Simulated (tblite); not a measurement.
Compound: C7H8NO (doublet state).
Atom-mapped SMILES: `[CH3:1][NH:2][c:3]1[cH:4][cH:5][cH:6][c:7]([O:8])[cH:9]1` (hydrogens: H10, H11, H12 on C1; H13 on N2; H14 on C4; H15 on C5; H16 on C6; H17 on C9)

A start from a force field or distance geometry was refined with GFN2-xTB geometry optimisation, gas phase (tblite 0.8.0). Values at the start:

| coordinate | start |
| --- | --- |
| C1–N2 | 1.446 Å |
| C1–H10 | 1.112 Å |
| N2–C3 | 1.406 Å |
| N2–H13 | 1.067 Å |
| C3–C4 | 1.393 Å |
| C3–C9 | 1.391 Å |
| C4–C5 | 1.389 Å |
| C4–H14 | 1.090 Å |
| C5–C6 | 1.382 Å |
| C5–H15 | 1.093 Å |
| C6–C7 | 1.397 Å |
| C6–H16 | 1.081 Å |
| C7–O8 | 1.362 Å |
| C7–C9 | 1.384 Å |
| C9–H17 | 1.074 Å |
| N2–C3–C4 | 123.7° |
| N2–C3–C9 | 117.2° |
| C3–C4–C5 | 121.5° |
| C3–C9–C7 | 120.0° |
| C4–C3–C9 | 119.1° |
| C4–C5–C6 | 118.6° |
| C6–C7–C9 | 120.0° |
| O8–C7–C9 | 118.2° |
| C1–N2–C3–C4 | 2° |

Q: How do these coordinates change at the GFN2-xTB level?

A: 
```csv
coordinate,GFN2-xTB (Å or °),change
C7–O8,1.241,-0.121
N2–H13,1.005,-0.062
C6–C7,1.457,+0.060
C7–C9,1.436,+0.052
N2–C3,1.364,-0.042
C3–C4,1.413,+0.020
C1–H10,1.094,-0.018
C5–C6,1.366,-0.016
C4–H14,1.078,-0.012
C5–H15,1.081,-0.012
C3–C9,1.383,-0.008
C1–N2,1.439,-0.007
C9–H17,1.080,+0.006
C4–C5,1.395,+0.006
C6–H16,1.079,-0.002
O8–C7–C9,122.3,+4.1
C6–C7–C9,116.2,-3.8
N2–C3–C9,120.2,+3.0
C4–C5–C6,121.3,+2.7
N2–C3–C4,121.1,-2.6
C3–C9–C7,122.4,+2.4
C3–C4–C5,120.7,-0.8
C4–C3–C9,118.7,-0.4
C1–N2–C3–C4,-3,-5
```

The energy falls by 55.3 kJ/mol over 28 L-BFGS steps, the largest force on an atom goes from 5.35 to 0.009 eV/Å, and the atoms move by 0.067 Å rms after alignment. The bond that changes most is C7–O8 (ends: carbon bonded to 2 C and O; oxygen bonded to C), which shortens by 0.121 Å. Bonds longer at the end by more than 0.005 Å: 5 of 17; shorter: 11. Rotational constants go from 3596, 1126, 862.8 to 3710, 1131, 871.7 MHz.

GFN2-xTB frequencies show an imaginary mode (108i cm⁻¹), so the point is no minimum at that level.

Shape of the structure used: `[CH3:1][NH:2][c:3]1[cH:4][cH:5][cH:6][c:7]([O:8])[cH:9]1`: C1–N2–C3–C4 -3°.

One conformer stands for the species.

The numbers are calculated, not measured.
